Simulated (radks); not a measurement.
The numbers below are computed, except where a source is named.
Neutral helium inside a hard spherical wall (all orbitals vanish at R), configuration held at [He] and not refilled when levels cross. Level of theory: non-relativistic Kohn-Sham, PBE, spin-polarised, spherical densities, point nucleus (a radial shooting solver on a logarithmic mesh with Libxc functionals). Eigenvalues in eV for spin up, with the zero of energy where the potential of the charges vanishes at infinity; a dash marks a level that is unbound or too diffuse for the functional's potential to be trusted. A positive occupied level is held by the wall or, in an anion where self-interaction has pushed it up, behind a barrier. The pressure on the wall is -dE/dV.

R (bohr),E (hartree),kinetic (hartree),e(1s),"e(2s, empty)","e(2p, empty)",pressure (GPa)
free,-2.89293,2.856,-15.763,-,-,0
8,-2.89293,2.856,-15.763,1.775,2.804,< 0.0001
6,-2.89287,2.857,-15.755,3.967,4.800,0.00928
5,-2.89238,2.861,-15.708,6.739,6.963,0.111
4,-2.88837,2.889,-15.440,12.905,11.232,1.40
3.5,-2.87995,2.937,-15.004,18.899,15.052,5.18
3,-2.85597,3.050,-14.004,29.042,21.171,20.2
2.5,-2.78620,3.318,-11.684,47.468,31.770,85.8
2,-2.57388,3.964,-6.047,84.429,52.240,420
1.5,-1.86277,5.633,9.254,170.69,98.711,2650
